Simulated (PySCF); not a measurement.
This PySCF input asks for the NMR shieldings of SMILES C/N=[CH]\[AlH2-][N+]#C[SiH3], C₃H₉AlN₂Si; the geometry comes from GFN2-xTB.

```python
import basis_set_exchange as bse
import numpy as np
from pyscf import gto, dft
from pyscf.prop import nmr

atoms = """
C    -2.618885   -0.016897    1.713235
N    -2.018332   -0.438655    0.493145
C    -0.816741   -0.136670    0.256928
Al    0.351279    0.922725    1.595417
N     1.752828    0.734396    0.256949
C     2.043777    0.206863   -0.733117
Si    2.267753   -0.744093   -2.327103
H    -1.906832    0.548250    2.346066
H    -2.971743   -0.896034    2.254823
H    -3.482725    0.609299    1.485037
H    -0.452926   -0.520072   -0.717220
H     0.842720    0.130978    2.848571
H     0.041251    2.439762    1.773044
H     2.011984   -2.137093   -1.977040
H     1.300185   -0.172833   -3.257739
H     3.648809   -0.520983   -2.754923
"""
names = dict.fromkeys(["C", "N", "Al", "Si", "H"], "pcSseg-1")
basis = {el: gto.basis.parse(bse.get_basis(n, elements=[el], fmt="nwchem")) for el, n in names.items()}
mol = gto.M(atom=atoms, basis=basis, charge=0, verbose=0)
mf = dft.RKS(mol, xc="PBE0")
mf.grids.level = 2
mf.grids.alignment = dft.numint.BLKSIZE   # the property module wants whole blocks of grid points
mf.conv_tol = 1e-9
mf.kernel()

calc = nmr.RKS(mf)   # GIAO
C = mf.mo_coeff
Co = C[:, mf.mo_occ > 0]
resp = mf.gen_response(singlet=True, hermi=2)
def vind(x):   # induced exchange potential for any number of trial vectors
    d = np.einsum("pi,xij,qj->xpq", C, 2 * x.reshape(-1, C.shape[1], Co.shape[1]), Co, optimize=True)
    return np.einsum("xpq,pi,qj->xij", resp(d - d.transpose(0, 2, 1)), C, Co, optimize=True).ravel()
mo1, _ = nmr.rhf.solve_mo1(calc, with_cphf=vind)
sigma = calc.kernel(mo1)
for i, s in enumerate(sigma):   # ppm
    w = np.linalg.eigvalsh((s + s.T) / 2)
    print("%2d %-2s iso %8.1f  s11 %8.1f  s22 %8.1f  s33 %8.1f" % (i, mol.atom_pure_symbol(i), w.mean(), *w))
```

Q: What does it print?

A: 
```
 0 C  iso    130.3  s11    103.1  s22    116.8  s33    170.9
 1 N  iso   -199.7  s11   -654.6  s22   -143.9  s33    199.4
 2 C  iso    -28.8  s11   -130.8  s22     16.8  s33     27.7
 3 Al iso    426.5  s11    399.2  s22    430.8  s33    449.5
 4 N  iso    -39.7  s11   -208.2  s22   -205.3  s33    294.4
 5 C  iso     42.0  s11    -62.9  s22    -52.7  s33    241.7
 6 Si iso    444.2  s11    442.6  s22    443.0  s33    447.1
 7 H  iso     28.9  s11     26.9  s22     29.0  s33     30.9
 8 H  iso     27.5  s11     25.7  s22     26.3  s33     30.5
 9 H  iso     27.5  s11     25.7  s22     26.3  s33     30.5
10 H  iso     23.5  s11     20.5  s22     24.8  s33     25.2
11 H  iso     27.2  s11     24.2  s22     26.5  s33     31.0
12 H  iso     27.3  s11     24.2  s22     26.5  s33     31.3
13 H  iso     26.9  s11     23.6  s22     25.6  s33     31.5
14 H  iso     26.9  s11     23.5  s22     25.6  s33     31.5
15 H  iso     27.2  s11     23.6  s22     25.4  s33     32.6
```

These numbers come from an equivalent density-fitted implementation of the same equations, which agrees with the script to about 0.01 ppm for H and up to a few tenths of a ppm for heavy atoms, so last digits may differ.

Size and cost of the density-fitted run: 178 basis functions, 66 s wall time on 1 thread of an Arm Neoverse N1, shared host; peak memory 0.82 GiB.
